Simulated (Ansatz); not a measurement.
Start from `[OH][Zr]([OH])([Cl])[Cl]` and change one atom or group to get `[OH][Zr]([OH])([SH])[Cl]`.

Ansatz, PBE0-D4/def2-TZVP geometries, multiplicity 1. Each molecule was computed in one conformer, which needn't be the lowest.

Elements past krypton have def2 core potentials.

```csv
property,`[OH][Zr]([OH])([Cl])[Cl]`
HOMO–LUMO gap (ωB97M-V/def2-TZVPP) / eV,11.65
size of the dipole moment (B3LYP/def2-TZVPP) / D,3.91
size of the dipole moment (ωB97M-V/def2-TZVPP) / D,3.98
HOMO energy (ωB97M-V/def2-TZVPP) / eV,-11.16
LUMO energy (PBE/def2-TZVPP) / eV,-2.05
HOMO–LUMO gap (PBE0/def2-TZVPP) / eV,7.70
```

**Question.** Give the same properties after the change, and the shifts. (Best estimate.)

**Answer.** Computed: 
```json
{"property": "HOMO–LUMO gap (ωB97M-V/def2-TZVPP) / eV", "`[OH][Zr]([OH])([SH])[Cl]`": "10.08", "shift": "-1.57"}
{"property": "size of the dipole moment (B3LYP/def2-TZVPP) / D", "`[OH][Zr]([OH])([SH])[Cl]`": "3.74", "shift": "-0.17"}
{"property": "size of the dipole moment (ωB97M-V/def2-TZVPP) / D", "`[OH][Zr]([OH])([SH])[Cl]`": "3.84", "shift": "-0.14"}
{"property": "HOMO energy (ωB97M-V/def2-TZVPP) / eV", "`[OH][Zr]([OH])([SH])[Cl]`": "-9.59", "shift": "1.57"}
{"property": "LUMO energy (PBE/def2-TZVPP) / eV", "`[OH][Zr]([OH])([SH])[Cl]`": "-1.90", "shift": "0.15"}
{"property": "HOMO–LUMO gap (PBE0/def2-TZVPP) / eV", "`[OH][Zr]([OH])([SH])[Cl]`": "6.37", "shift": "-1.33"}
```

With PBE0 the HOMO rises by 1.48 eV and the LUMO rises by 0.15 eV, so the gap narrows by about 1.33 eV. PBE moves the HOMO by 1.28 eV and ωB97M-V by 1.57 eV. Dipoles are sizes alone; their direction can turn.

B3LYP here is the variant with VWN-RPA as its local correlation; programs differ in this.
